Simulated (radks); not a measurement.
The numbers below are computed, except where a source is named.
Q: These are the eigenvalues of the occupied orbitals of an atom or ion with whole-number occupations (eV). Code: a radial shooting solver on a logarithmic mesh with Libxc functionals. Model: Dirac Kohn-Sham, PBE, spin-unpolarised, spherical densities, point nucleus.

| orbital | eigenvalue |
|---|---|
| 1s1/2 | -8210.153 |
| 2s1/2 | -981.4537 |
| 2p1/2 | -856.0452 |
| 2p3/2 | -838.5624 |
| 3s1/2 | -111.0062 |
| 3p1/2 | -72.8295 |
| 3p3/2 | -70.6218 |
| 3d3/2 | -8.9988 |
| 3d5/2 | -8.7597 |
| 4s1/2 | -5.6411 |

Which element is it, and in what charge state? The configuration may be excited. Open shells, if any, fill j = l - 1/2 first.

A: Z = 28, nickel, charge 0: Ni in [Ar] 3d8 4s2. The list shows which subshells hold electrons but not how many an open one holds; the 1s level, -301.72 hartree, gives Z - s = 24.6 by -(Z - s)^2/2, which with screening and relativity narrows Z to a few neighbours, and the depths of the outer levels then fix element, charge and occupations together.
